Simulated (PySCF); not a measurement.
## Ru (ruthenium, neutral) across methods

[Kr] 4d7 5s1, high-spin 5F determinant. All numbers are calculated (PySCF 2.14, scalar relativity through the core potential, in aug-cc-pVTZ-PP with ECP28MDF).

```csv
method,E (hartree),mean ε 4d α (eV),mean ε 5s α (eV),mean ε 4d β (eV),Σ⟨r²⟩ (bohr²),⟨S²⟩
TPSSh,-94.4617,-6.440,-4.950,-4.801,49.06,6.002
PBE,-94.5043,-5.905,-4.798,-4.157,49.39,6.001
UHF,-93.81577,-11.477,-6.474,-9.002,49.66,6.005
BP86,-94.5840,-6.011,-4.958,-4.372,49.24,6.001
LDA,-94.2896,-6.067,-5.037,-4.213,49.39,6.001
PBE0,-94.4833,-7.421,-5.345,-5.520,49.01,6.002
B3LYP,-94.5260,-7.078,-5.228,-5.405,49.29,6.002
r2SCAN,-94.5242,-6.204,-5.038,-4.146,48.77,6.002
B97-3,-94.4972,-7.428,-5.151,-5.659,49.07,6.005
```

Energies and moments cover only the electrons outside the core potential.
